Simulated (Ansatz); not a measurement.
Consider the adduct formation: `[F][Ga]([F])[F]` + H₂Se → `[F][Ga-]([F])([F])[SeH2+]`.

Program: Ansatz. Geometries: PBE0-D4/def2-TZVP. ΔE: electronic, gas phase. CBS: MP2 limit from def2 TZ/QZ plus the TZ coupled-cluster correction, frozen cores. DFT in def2-TZVPP. B3LYP here is the variant with VWN-RPA as its local correlation; programs differ in this. For Ga, Se outer-core shells are correlated without core-valence functions, which leaves a few kJ/mol of doubt a bond. Scalar relativity is left out up to krypton. Each species was taken in one conformer, which may not be the lowest.

```json
{"level": "B3LYP-D4", "ΔE (kcal/mol)": "-20.4"}
{"level": "r2SCANh-D4", "ΔE (kcal/mol)": "-22.0"}
{"level": "r2SCAN", "ΔE (kcal/mol)": "-21.5"}
{"level": "LC-ωPBE", "ΔE (kcal/mol)": "-19.2"}
```

(1) What does CCSD(T)/CBS give? (Estimate.)

Largest T1 diagnostic among the species: 0.015.

Answers

(1) Computed: -21.0 kcal/mol. The listed levels differ from it by 0.6, -1.0, -0.5, 1.8 kcal/mol.

From BLYP to BHLYP (50 % exact exchange), in def2-TZVPP and without D4, ΔE moves by −2.9 kcal/mol. Leaving LDA and LC-ωPBE aside and taking each functional with its dispersion term where it has one, the values, not all of them listed here, spread over 3.9 kcal/mol, from r2SCAN0-D4 to B2PLYP. LDA lies −6.8 kcal/mol from PBE without D4. At CCSD(T), def2-SVP lies +2.3 kcal/mol from the extrapolated value and def2-TZVPP +1.1 kcal/mol.
